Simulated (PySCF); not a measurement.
Record of a relaxation.

Compound: Cu(PH3)I (singlet state).
Bonds: Cu1–P2, Cu1–I6. Hydrogens: H3, H4, H5 on P2.

Method: PBE0-D3(BJ)/def2-SVP geometry optimisation, gas phase, def2 core potentials past Kr in PySCF; density fitting, grid level 1; the optimiser is geomeTRIC in internal coordinates, started from a GFN2-xTB structure. The frame can shift and turn from step to step; on so coarse a grid that alone can change the energy by a few meV, and forces under 0.02 eV/Å are noise.

Step 0: E = -62062.2071 eV, largest atomic force 1.247 eV/Å
```
atom  x, y, z in Å  |  force x, y, z in eV/Å
Cu1     0.005    0.017   -1.441   -0.004   0.002  -0.109
P2      0.001    0.005    0.797   -0.004  -0.012  -1.247
H3      0.765   -0.907    1.500    0.579  -0.683   0.288
H4     -1.163   -0.223    1.505   -0.879  -0.166   0.285
H5      0.393    1.105    1.534    0.305   0.856   0.309
I6     -0.002    0.003   -3.895    0.003   0.004   0.473
```

Step 1: E = -62062.2888 eV, largest atomic force 0.159 eV/Å
```
atom  x, y, z in Å  |  force x, y, z in eV/Å
Cu1     0.005    0.016   -1.430   -0.002   0.001   0.159
P2      0.001    0.003    0.786    0.000  -0.011   0.035
H3      0.800   -0.946    1.482   -0.029   0.034  -0.074
H4     -1.215   -0.232    1.486    0.042   0.008  -0.077
H5      0.411    1.155    1.512   -0.012  -0.034  -0.085
I6     -0.001    0.005   -3.836    0.001   0.002   0.042
```

Step 2: E = -62062.2919 eV, largest atomic force 0.120 eV/Å
```
atom  x, y, z in Å  |  force x, y, z in eV/Å
Cu1     0.004    0.015   -1.418   -0.002  -0.001   0.120
P2      0.001    0.001    0.785    0.001  -0.006  -0.014
H3      0.801   -0.948    1.474   -0.015   0.017  -0.025
H4     -1.218   -0.232    1.477    0.021   0.004  -0.027
H5      0.412    1.158    1.500   -0.006  -0.017  -0.033
I6     -0.001    0.007   -3.818    0.001   0.002  -0.021
```

Step 3: E = -62062.2926 eV, largest atomic force 0.026 eV/Å
```
atom  x, y, z in Å  |  force x, y, z in eV/Å
Cu1     0.004    0.013   -1.407   -0.002  -0.003   0.014
P2      0.000    0.000    0.785    0.000  -0.001  -0.026
H3      0.802   -0.949    1.470    0.000   0.000   0.008
H4     -1.219   -0.232    1.472    0.000   0.000   0.007
H5      0.412    1.159    1.490    0.001   0.002   0.004
I6      0.000    0.009   -3.810    0.001   0.002  -0.007
```

Step 4: E = -62062.2926 eV, largest atomic force under 0.02 eV/Å
```
atom  x, y, z in Å  |  force x, y, z in eV/Å
Cu1     0.003    0.013   -1.407   -0.002  -0.003   0.004
P2      0.000   -0.001    0.784    0.000  -0.001  -0.012
H3      0.802   -0.949    1.471    0.000   0.000   0.004
H4     -1.218   -0.232    1.473    0.000   0.000   0.004
H5      0.412    1.159    1.489    0.001   0.001   0.002
I6      0.000    0.010   -3.810    0.001   0.002  -0.001
```

**Question.** Summarise the path.

**Answer.** The energy falls by 8.25 kJ/mol from step 0 to step 4; nine tenths of that is first reached at step 1. It falls at every step. The largest force goes from 1.247 to under 0.02 eV/Å. Among the bonds Cu1–I6 changes most, from 2.454 to 2.404 Å; the atoms move by 0.061 Å rms after alignment.

**Question.** Follow the three bonds and two angles with the largest change from start to end.

**Answer.** 
| step | E above end (kJ/mol) | largest force (eV/Å) | Cu1–I6 (Å) | Cu1–P2 (Å) | P2–H5 (Å) | H3–P2–H4 (°) | H4–P2–H5 (°) |
| --- | --- | --- | --- | --- | --- | --- | --- |
| 0 | 8.25 | 1.247 | 2.454 | 2.238 | 1.381 | 95.5 | 95.5 |
| 1 | 0.37 | 0.159 | 2.407 | 2.216 | 1.422 | 97.4 | 97.4 |
| 2 | 0.07 | 0.120 | 2.401 | 2.203 | 1.420 | 97.9 | 97.9 |
| 3 | 0.00 | 0.026 | 2.403 | 2.192 | 1.418 | 98.2 | 98.2 |
| 4 | 0.00 | under 0.02 | 2.404 | 2.191 | 1.419 | 98.2 | 98.1 |

The cost below is that of the whole optimisation. On an Arm Neoverse N1 with one thread, shared host with 32 logical CPUs at a one-minute load of 13, this took 35 s of wall time and 0.36 GiB of memory at its peak.
